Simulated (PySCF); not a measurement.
[5]radialene (C10H10), SMILES C1(C(C(C(=C)C1=C)=C)=C)=C.

Geometry optimised at PBE0-D3(BJ)/def2-SVP.

Two levels are set side by side: PBE/def2-SVP (PySCF) and ωB97X/def2-SVP (PySCF). Same geometry, gas phase. Differences are taken from unrounded values.

| quantity | ωB97X |
|---|---|
| orbital gap (eV) | 8.33 |
| highest occupied level (eV) | -8.48 |
| lowest empty level (eV) | -0.14 |
| mean polarisability (bohr³) | 107.1 |

Question: What does PBE give, and how far is it from ωB97X? (Estimate from the structure and the level; the computed values follow.)

Answer: 
```
quantity                       PBE  PBE minus ωB97X
---------------------------  -----  ---------------
orbital gap (eV)              2.35            -5.98
highest occupied level (eV)  -5.32             3.16
lowest empty level (eV)      -2.96            -2.82
mean polarisability (bohr³)  112.3              5.2
```

PBE's occupied levels lie high since its potential decays too fast outside the molecule; exact exchange lowers them and widens the gap. Loosely held outer electrons make PBE densities more polarisable. Differences between two approximate levels are no errors against the true value.

Rough cost on one machine, each run with all the roots and properties that it gave: ωB97X against PBE within a factor of 2.
